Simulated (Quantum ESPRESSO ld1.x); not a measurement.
Pt I, configuration [Xe] 4f14 5d9 5f1 (not the ground configuration). All-electron calculation, Dirac Kohn-Sham, PBE, spin-unpolarised, spherical densities, point nucleus; open shells fill j = l - 1/2 first. Program: ld1.x of Quantum ESPRESSO 7.5.

Unscreened Slater integrals over Kohn-Sham orbitals (eV). Large and small components are both included. Empty in this configuration: 5f7/2.

integral              value
F0(5f5/2,5f5/2)      1.4177
F2(5f5/2,5f5/2)     0.83608
F4(5f5/2,5f5/2)     0.57327
F0(5f5/2,5f7/2)      1.4177
F2(5f5/2,5f7/2)     0.83608
F4(5f5/2,5f7/2)     0.57328
G2(5f5/2,5f7/2)     0.83608
G4(5f5/2,5f7/2)     0.57327
G6(5f5/2,5f7/2)     0.43003
F0(5f5/2,5d5/2)      1.7208
F2(5f5/2,5d5/2)    0.033748
F4(5f5/2,5d5/2)   0.0026793
G1(5f5/2,5d5/2)   0.0010528
G3(5f5/2,5d5/2)  0.00058472
G5(5f5/2,5d5/2)  0.00039578
F0(5f5/2,5d3/2)      1.7208
F2(5f5/2,5d3/2)    0.030839
G1(5f5/2,5d3/2)  0.00083737
G3(5f5/2,5d3/2)  0.00046570
F0(5f5/2,5p3/2)      1.7209
F2(5f5/2,5p3/2)    0.014742
G2(5f5/2,5p3/2)  7.3382e-05
G4(5f5/2,5p3/2)  4.7766e-05
F0(5f7/2,5f7/2)      1.4177
F2(5f7/2,5f7/2)     0.83608
F4(5f7/2,5f7/2)     0.57328
F6(5f7/2,5f7/2)     0.43003
F0(5f7/2,5d5/2)      1.7208
F2(5f7/2,5d5/2)    0.033744
F4(5f7/2,5d5/2)   0.0026773
G1(5f7/2,5d5/2)   0.0010479
G3(5f7/2,5d5/2)  0.00058249
G5(5f7/2,5d5/2)  0.00039439
F0(5f7/2,5d3/2)      1.7208
F2(5f7/2,5d3/2)    0.030835
G3(5f7/2,5d3/2)  0.00046353
G5(5f7/2,5d3/2)  0.00031401
F0(5f7/2,5p3/2)      1.7208
F2(5f7/2,5p3/2)    0.014739
G2(5f7/2,5p3/2)  7.1840e-05
G4(5f7/2,5p3/2)  4.6846e-05
F0(5d5/2,5d5/2)      14.758
F2(5d5/2,5d5/2)      7.4742
F4(5d5/2,5d5/2)      4.8845
F0(5d5/2,5d3/2)      15.070
F2(5d5/2,5d3/2)      7.6391
G2(5d5/2,5d3/2)      7.6285
G4(5d5/2,5d3/2)      4.9920
F0(5d5/2,5p3/2)      17.234
F2(5d5/2,5p3/2)      8.2865
G1(5d5/2,5p3/2)      9.8950
G3(5d5/2,5p3/2)      6.0802
F0(5d3/2,5d3/2)      15.404
F2(5d3/2,5d3/2)      7.8313
F0(5d3/2,5p3/2)      17.738
F2(5d3/2,5p3/2)      8.6997
G1(5d3/2,5p3/2)      10.592
G3(5d3/2,5p3/2)      6.5117
F0(5p3/2,5p3/2)      21.553
F2(5p3/2,5p3/2)      11.586
